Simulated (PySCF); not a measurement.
chloro(methylsilyl)silane (CH7ClSi2), SMILES C[SiH2][SiH2]Cl.

Geometry optimised at B3LYP-D3(BJ)/def2-SVP. One conformer was computed; it need not be the lowest.

Method: SMD-ωB97X/6-31G* run with PySCF.

Solvation free energies are E(SMD) − E(gas) at the gas-phase geometry, for 1 M in both phases. In vacuum the dipole moment is 2.08 D.

Task: Estimate the solvation free energies in water, 2-propanol, ethylethanoate. (The exact figures need the calculation; the answer reports its results.)

Result: 
```tsv
solvent	ΔG(solv) (kcal/mol)	its non-electrostatic (CDS) part	dipole (D)
water	1.6	3.9	2.58
2-propanol	-3.0	-0.8	2.55
ethylethanoate	-2.6	-0.8	2.47
```
